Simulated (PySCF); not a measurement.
## Structure elucidation problem

Molecular formula: C₆H₁₂OSi₂. Simulated spectra:

$^{1}$H NMR (600 MHz, computed): δ 6.58 (m, 2H), 6.57 (m, 2H), 6.19 (m, 2H), 4.98 (m, 1H), 4.96 (m, 1H), 4.93 (s, 3H), 4.77 (t, 1H).

$^{13}$C{$^{1}$H} NMR (computed): δ 171.0 (C), 144.3 (CH2), 141.4 (CH), 106.7 (CH2).

PySCF 2.14 calculation with geometry from GFN2-xTB and shieldings: GIAO PBE0/pcSseg-1; no relativistic terms, rapidly exchanging positions averaged, one computed conformer, no solvent.

δ = σ(ref) − σ, references computed at the same level: TMS for $^{1}$H and $^{13}$C.

Task: Which candidate is it?
A. [SiH3]OC1=C[SiH2][C@H]2C[C@@H]1C2
B. C=C(C)[C@@]1([SiH3])C=CO[SiH2]1
C. C=C1CC[C@@H]2[SiH2]O[SiH2][C@H]12
D. C=C[SiH](C=C)C(=C)O[SiH3]

Result: D. 

1. The formula gives 3 degrees of unsaturation (no ring in the answer).
2. 4 carbon signals for 6 carbons: some carbons are equivalent by symmetry or fast rotation.
3. Carbon types of the structure: 1 × C, 2 × CH, 3 × CH2, leaving 4 H on heteroatoms.
4. δC 171.0: alkene carbon bearing oxygen; an sp2 carbon further deshielded by the attached heteroatom.
5. δC 144.3: terminal =CH2 carbon; as expected for a trigonal carbon in a double bond.
6. δC 141.4: alkene CH; an sp2 carbon of a C=C bond.
7. δC 106.7: β carbon of an enol-ether or enamine type C=C; the O or N lone pair pushes π density onto this β carbon and shields it.
8. δH 6.57, 6.19: hydrogen on a terminal =CH2 carbon; olefinic region.

The others: C=C(C)[C@@]1([SiH3])C=CO[SiH2]1 would give 6 carbon signals, not 4; C=C1CC[C@@H]2[SiH2]O[SiH2][C@H]12 would give 6 carbon signals, not 4; [SiH3]OC1=C[SiH2][C@H]2C[C@@H]1C2 would give 5 carbon signals, not 4.

Shifts are as computed. Against solution values, carbons near 30 ppm lie about +3 ppm off and those near 130 ppm about +5 ppm. Of 1211 compounds with measured shifts, 218 miss one by over three times the rms of a fit or turn the order of signals round; such compounds aren't used in these exercises. No couplings were computed; multiplicities are counted from neighbouring protons, with m where these are inequivalent, close in shift, in a saturated or five-membered ring or joined by F or P, and br s for small geminal =CH2 splittings.
